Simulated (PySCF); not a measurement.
# Electronic structure of V (vanadium, neutral) at the UHF level

Configuration: [Ar] 3d2 4s2 5s1, high-spin 4F determinant (an excited configuration). Calculation: PySCF 2.14, in x2c-QZVPPall with one added diffuse shell each of s, p, d, f, g type (12s8p6d4f3g, 121 functions); scalar relativity by spin-free X2C-1e.

* Total energy: -947.868880 hartree
* One-electron energy: -1292.7421 hartree
* Hartree (Coulomb) energy: 389.1067 hartree
* Exchange energy: -44.2335 hartree
* ⟨S²⟩: 3.7545
* ⟨L²⟩: 12.037
* Sum of ⟨r⟩: 27.46 bohr
* Sum of ⟨r²⟩: 119.2 bohr²
* Langevin diamagnetic susceptibility: -94.4 ×10⁻⁶ cm³/mol

```tsv
shell	electrons	mean orbital energy (hartree)	rms radius, mean of both spins (bohr)
1s α	1	-203.28059	0.0768
1s β	1	-203.28029	0.0768
2s α	1	-24.61928	0.332
2s β	1	-24.57208	0.332
2p α	3	-20.51850	0.303
2p β	3	-20.47145	0.303
3s α	1	-3.69514	1.00
3s β	1	-3.53869	1.00
3p α	3	-2.48924	1.09
3p β	3	-2.29972	1.09
3d α	2	-0.88112	1.34
4s α	1	-0.42509	3.19
4s β	1	-0.39877	3.19
5s α	1	-0.08667	9.24
```

The outer electron is Rydberg-like, and this basis confines it to a smaller radius and binds it less than a complete one would.

Densities and radii are taken from the X2C orbitals without a picture-change correction, which distorts them close to the nucleus.

Spin-orbit constants ζ (cm⁻¹) from the X2C one-electron operator on these orbitals: bare nucleus, nucleus screened by l(l+1)(2l+1)/3 electrons, and screened by the Breit-Pauli mean field of the electrons.

```csv
shell,bare,screened nucleus,mean field
2p,40730,37190,n/a
3p,4692,4284,n/a
3d,411.0,232.3,n/a
```

To first order the Landé constant is A = 77.43 cm⁻¹, so the lowest level has J = 3/2 and lies 0.0576 eV below the centre of the term. This holds in LS coupling only.
